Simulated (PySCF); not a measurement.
# Löwdin shares of the frontier orbitals

Compound: C₆H₁₁PSi.
Cartesian coordinates in Å at the PBE0-D3(BJ)/def2-SVP level; atoms count from 1:
```xyz
19
C6H11PSi angstrom
Si     2.2281    0.6477   -0.4322
C      1.6584   -1.1434   -0.6030
P     -0.1286   -1.5375   -0.2279
C     -0.3741   -0.6841    1.3574
C     -1.2833    0.2734    1.5802
C     -2.1897    0.8824    0.5561
C     -1.8646    0.5721   -0.8719
C     -1.0011   -0.3576   -1.2991
H      1.4277    1.5531   -1.3091
H      3.6663    0.7527   -0.8387
H      2.1118    1.1123    0.9822
H      2.2725   -1.7892    0.0484
H      1.8502   -1.4983   -1.6306
H      0.2249   -1.0510    2.1983
H     -1.3953    0.6619    2.5996
H     -3.2356    0.5806    0.7678
H     -2.2016    1.9798    0.6926
H     -2.3948    1.1759   -1.6181
H     -0.8553   -0.4893   -2.3772
```

Method: PySCF 2.14.0, density-fitted response routines, TDDFT CAM-B3LYP/def2-SVPD, vertical, gas phase, core orbitals frozen in the response.

Frontier orbitals with the atoms that hold most of them (Löwdin shares over 4%, at most four atoms; ? is withheld):

```csv
orbital,ε (eV),atoms
HOMO-3,-10.07,"C4 15%, C8 15%, P3 14%, C7 9%"
HOMO-2,-9.41,"P3 16%, C8 15%, C4 15%, C2 11%"
HOMO-1,-9.14,?
HOMO,?,"P3 41%, C8 10%, C4 10%, C2 10%"
LUMO,0.73,?
LUMO+1,0.91,"P3 12%, C2 12%, C5 9%, C7 9%"
LUMO+2,1.24,"Si1 23%, C7 8%, C5 7%, C6 6%"
```

Question: Which atoms hold the LUMO, and with what shares?

Answer: C8 (bonded to C, P and H) 16%; C4 (bonded to C, P and H) 16%; C5 (bonded to 2 C and H) 16%; C7 (bonded to 2 C and H) 16%.

Question: Give the leading atoms of the HOMO-1.

Answer: C4 (bonded to C, P and H) 21%; C8 (bonded to C, P and H) 20%; C5 (bonded to 2 C and H) 20%; C7 (bonded to 2 C and H) 20%.

Question: What is the HOMO energy, and the HOMO–LUMO gap?

Answer: ε(HOMO) = -7.20 eV; the gap is 7.94 eV (0.2917 hartree).

Question: How does S1 compare with the orbital gap of 7.94 eV?

Answer: S1 is at 4.76 eV (f = 0.020), 3.17 eV below the gap, made of HOMO→LUMO (99%). 

Question: One configuration dominates each of S1 and S2. Which, and how do the shares of the two leading atoms of either orbital change from the occupied to the empty one?

Answer: 
- S1 (4.76 eV, f 0.020), HOMO→LUMO (99%): P3 41% → at most 16%, C8 10% → 16%, C4 10% → 16%
- S2 (5.36 eV, f 0.196), HOMO→LUMO+1 (90%): P3 41% → 12%, C8 10% → at most 10%, C2 10% → 12%

Orbitals of the list HOMO-3 to LUMO+2 that lie within 0.01 eV of each other are written together with a slash and their weights summed (≥ marks a lower bound); for degenerate orbitals outside that list single weights are arbitrary.

Löwdin shares depend on the basis, the more so with diffuse functions.

One conformer stands for the species.
